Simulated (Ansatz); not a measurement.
The same path of FH + GaH3 (6 atoms, charge 0, multiplicity 1) was run 3 times with different band settings. Lost on the way: Ga1–H2, F5–H6. Made: H2–H6.

Theory: Ansatz 0.2.0, RKS PBE-D4/def2-SVP.

Relaxed end points:

```xyz
6
Properties=species:S:1:pos:R:3
Ga 0.005 0.062 0.010
H 0.011 0.245 1.625
H 1.394 0.166 -0.720
H -1.398 0.097 -0.701
F 0.064 -2.048 0.899
H 0.053 -1.434 1.639
```

```xyz
6
Properties=species:S:1:pos:R:3
Ga 0.016 -0.491 -0.360
H 0.015 0.173 2.097
H 1.436 0.142 -0.586
H -1.436 0.070 -0.566
F 0.062 -2.209 0.113
H 0.035 -0.598 2.055
```

Common settings: movable images 7; climbing image yes; optimiser quadratic models (default); force threshold 0.03 eV/Å; iteration limit 60; end points relaxed.

| run | spring | start path |
| --- | --- | --- |
| 1 | 5.0 eV/Å² | through a guess of the saddle point |
| 2 | 5.0 eV/Å² | straight line |
| 3 | 0.1 eV/Å² | through a guess of the saddle point |

Question: What does each run give, and how far can it be trusted?

Answer: Run 1: converged after 7 iterations, highest image 0.170 eV above the first end. A vibrational analysis at the climbing image gives one clearly imaginary mode, 750i cm⁻¹: a first-order saddle point.
Run 2: converged after 10 iterations, highest image 0.170 eV above the first end. Another band between the same ends (7 images) ends at a top of the same energy, where a vibrational analysis finds 1 clearly imaginary mode.
Run 3: converged after 9 iterations, highest image 0.170 eV above the first end. Another band between the same ends (7 images) ends at a top of the same energy, where a vibrational analysis finds 1 clearly imaginary mode.
The orbitals stay closed-shell, which can raise the energy where a bond breaks towards radicals; this wasn't checked here.
